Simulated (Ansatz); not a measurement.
C3H8F3HfN, SMILES `CC[N](C)[Hf]([F])([F])[F]`. Charge 0, multiplicity 1. Hf takes the def2 core potential.

```xyz
16

C    -1.402   -1.214    0.955
C    -0.996    0.213    0.620
N     0.181    0.314   -0.223
C    -0.002   -0.157   -1.581
Hf    1.977    1.071    0.250
F     2.323    2.534   -0.937
F     1.924    1.604    2.084
F     3.294   -0.276   -0.097
H    -0.590   -1.739    1.463
H    -2.274   -1.214    1.613
H    -1.666   -1.781    0.060
H    -1.837    0.728    0.131
H    -0.804    0.756    1.551
H    -0.192   -1.235   -1.632
H    -0.833    0.365   -2.074
H     0.895    0.032   -2.184
```

List the harmonic frequencies (cm⁻¹, unscaled) at PBE0-D4/def2-TZVP in Ansatz. (Best estimate.)

Ansatz gave: 17, 57, 80, 113, 148, 155, 158, 167, 201, 216, 250, 290, 411, 588, 626, 632, 641, 798, 914, 1019, 1088, 1106, 1135, 1205, 1252, 1347, 1384, 1403, 1458, 1462, 1478, 1485, 1501, 1512, 2993, 2996, 3052, 3060, 3063, 3069, 3129, 3133.

Is this a minimum?

Yes, all 42 modes are real.

Give the ideal-gas thermochemistry at 298.15 K and 1 bar (rigid rotor, harmonic oscillator; point group C1, symmetry number 1).

Zero-point energy 303.8 kJ/mol; H(298) − E = 337.3 kJ/mol; entropy 470.8 J/(mol·K), of which translation 179.7, rotation 125.2, vibration 165.9; G(298) − E = 196.9 kJ/mol. Modes under 100 cm⁻¹ are hindered rotations or soft bends, so the harmonic entropy is rough.
